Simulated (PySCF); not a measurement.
Correlation energy of Pd²⁺ (palladium, charge +2)

[Kr] 4d7 5p1, one real determinant (an excited configuration). Computed with PySCF 2.14 in aug-cc-pVTZ-PP with ECP28MDF, with a scalar-relativistic core potential. Frozen: 4s2 4p6; 8 electrons correlated.

MP2 pair energies summed by pair of shells (mhartree):

```tsv
pair	energy	share (%)
4d-4d	-157.73	86.4
4d-5p	-24.90	13.6
```

Total MP2 correlation energy: -182.63 mhartree.

Same-spin part -83.73 and opposite-spin part -98.90 mhartree; SCS-MP2 scales them by 1/3 and 6/5 to -146.59 mhartree.

The reference is one real determinant that mixes LS terms of this configuration.
